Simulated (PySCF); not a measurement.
silicon monosulfide (SSi), SMILES [Si]=S (connectivity only; charge and spin as stated), neutral, multiplicity 1. Atoms are numbered in the order given.

```xyz
2

Si     0.0000     0.0000    -1.0408
S      0.0000     0.0000     0.9107
```

The structure is a stationary point at PBE-D3(BJ)/def2-TZVPD.

The numbers are results of PySCF with r2SCAN/def2-TZVPD, not measurements.

Mulliken values depend strongly on the basis, most of all with diffuse functions as here. ESP charges are fitted to the potential on shells at 1.4 to 2.0 van der Waals radii. Atomic charges (e):

```csv
atom,ESP fit,Mulliken,meta-Löwdin
Si1,0.18,0.32,0.27
S2,-0.18,-0.32,-0.27
```
